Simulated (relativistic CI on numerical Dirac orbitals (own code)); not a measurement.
**Spin-allowed bands of a d7 ion in a tetrahedral site, by hand**

Problem. A d7 ion in a tetrahedral site has a 4A2 ground term and spin-allowed bands at ν1 = 6800 and ν2 = 11033 cm⁻¹ (from a computed ligand-field model). Find Δ and the Racah parameter B, and predict the third band.

Working.
1. The F term splits into A2 (−1.2Δ), T2 (−0.2Δ) and T1 (+0.6Δ), so ν1 = E(T2) − E(A2) = Δ = 6800 cm⁻¹.
2. T1(F) mixes with T1(P), which lies at 15B, through an element 0.4Δ. The two roots, counted from A2, are ν2,3 = ½(15B + 3Δ) ∓ ½√[(15B − Δ)² + 12BΔ].
3. Solving the lower root for B gives B = (2ν1² + ν2² − 3ν1ν2)/(15ν2 − 27ν1) = -10866111/-18105 = 600 cm⁻¹.
4. The sum of the roots is 15B + 3Δ, so ν3 = 15B + 3ν1 − ν2 = 18370 cm⁻¹ (544 nm).

Check. The bands were computed by exact diagonalisation of the d7 shell with B = 600 and Δ = 6800 cm⁻¹, which gives ν3 = 18367 cm⁻¹. C does not enter the terms of highest spin.
